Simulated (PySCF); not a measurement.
PySCF 2.14 output of an unrestricted MN15 calculation on a single atom or ion in cc-pVTZ-PP with ECP28MDF (5s5p4d2f1g, 63 functions), with scalar relativity through the core potential:

```
SCF conv_tol = 1e-09
number electrons alpha = 7  beta = 4
    H. S. Yu, X. He, S. L. Li, and D. G. Truhlar.,  Chem. Sci. 7, 5032-5051 (2016)
    H. S. Yu, X. He, S. L. Li, and D. G. Truhlar.,  Chem. Sci. 7, 5032-5051 (2016)
cycle= 1 E= -46.418352129472  delta_E= -0.00289  |g|= 0.0107  |ddm|= 0.235
cycle= 2 E= -46.4184566063355  delta_E= -0.000104  |g|= 0.00381  |ddm|= 0.0842
cycle= 3 E= -46.4184671432141  delta_E= -1.05e-05  |g|= 0.000995  |ddm|= 0.0147
cycle= 4 E= -46.4184687044599  delta_E= -1.56e-06  |g|= 0.000127  |ddm|= 0.00686
cycle= 5 E= -46.4184687447918  delta_E= -4.03e-08  |g|= 4.26e-06  |ddm|= 0.000714
cycle= 6 E= -46.4184687448099  delta_E= -1.82e-11  |g|= 1.95e-07  |ddm|= 1.38e-05
converged SCF energy = -46.4184687448099  <S^2> = 3.7507814  2S+1 = 4.0003907
```

The run itself started from symmetry-adapted Hartree-Fock orbitals and held the occupation by maximum overlap, on a logarithmic radial grid, so the iterations belong to that start.

Question: Which element, charge and spin multiplicity is this?

Answer: Zr+ (zirconium, charge +1), multiplicity 4; the state was [Kr] 4d2 5s1, high-spin 4F determinant.

Energies and moments cover only the electrons outside the core potential.
